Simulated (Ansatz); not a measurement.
Ansatz (an electronic-structure program) input:

Ansatz 0.2 input:
```yaml
crystal:
  periodic: [false, false, false]
  atoms:
    - {symbol: In, position_ang: [0.03171659, 0.00673677, 0.01266736]}
    - {symbol: H, position_ang: [-0.49704265, -1.67086301, -0.21062757]}
    - {symbol: H, position_ang: [-1.05707047, 1.34076124, -0.41007300]}
basis:
  gaussian:
    orbitals: def2-TZVP
hamiltonian:
  xc: b3lyp
  dispersion: d3bj
magnetization: {spin_polarized: true, initial_magnetization: 1}
phonons: {temperatures: {t_min: 298.15, t_max: 298.15, t_step: 100}}
```

**Question.** What final total energy does it print?

**Answer.** -191.34874 Eh (B3LYP-D3(BJ)/def2-TZVP). The basis has 62 functions.
